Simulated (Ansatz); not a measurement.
Born–Oppenheimer molecular dynamics of Cl4FTa (6 atoms, charge 0, multiplicity 1). It starts from a relaxed structure.

These are results of RHF/def2-SVP (Ansatz), not measurements.

* ensemble: NVE (velocity Verlet)
* time step: 2 fs
* steps asked: 108
* starting velocities drawn for: 300 K
* seed: 852167

First frame:

```xyz
6
Properties=species:S:1:pos:R:3
Ta -0.037 0.000 0.000
F 1.812 0.000 0.000
Cl 0.093 0.000 2.339
Cl 0.093 0.000 -2.339
Cl -1.251 1.947 0.000
Cl -1.251 -1.947 0.000
```

(1) What does the run give?

(2) What happens to the structure?

(3) How do temperature and energy run in time?

Answers

(1) All steps were run.

```json
{"steps done": "108", "time covered": "216 fs", "mean temperature over the second half": "149 K", "spread of the potential energy over the second half": "3.3 meV per atom", "mean potential energy of the second half above the start": "13.1 meV per atom"}
```

The conserved energy stayed within 0.098 meV per atom of its start (net change 0.098 meV per atom), so the integration is sound. The temperature averaged 0.50 of the 300 K drawn at the start: a run that starts near a minimum puts about half its kinetic energy into the potential. A run of 0.22 ps of so small a system gives no equilibrium averages.

(2) The same pairs are bonded in the first frame and the last. Pairs count as bonded within 1.25 times the sum of covalent radii (0.12 Å more for H–H). This is one draw of velocities; another would differ in detail.

(3) 
| time (fs) | T (K) | potential energy less start (eV) | conserved less start (meV/atom) |
| --- | --- | --- | --- |
| 0.0 | 300 | 0.000 | 0.00 |
| 18.0 | 120 | 0.094 | 0.08 |
| 36.0 | 149 | 0.079 | 0.06 |
| 54.0 | 118 | 0.094 | 0.07 |
| 72.0 | 169 | 0.068 | 0.04 |
| 90.0 | 155 | 0.075 | 0.04 |
| 108.0 | 99 | 0.105 | 0.07 |
| 126.0 | 153 | 0.076 | 0.05 |
| 144.0 | 81 | 0.114 | 0.09 |
| 162.0 | 170 | 0.067 | 0.03 |
| 180.0 | 148 | 0.079 | 0.06 |
| 198.0 | 228 | 0.037 | 0.03 |
| 216.0 | 94 | 0.107 | 0.10 |

Time of the run: 9.4 min on 2 threads of Intel(R) Xeon(R) Platinum 8259CL CPU @ 2.50GHz (Skylake/Cascade Lake), on a shared host, peak memory 0.32 GiB.
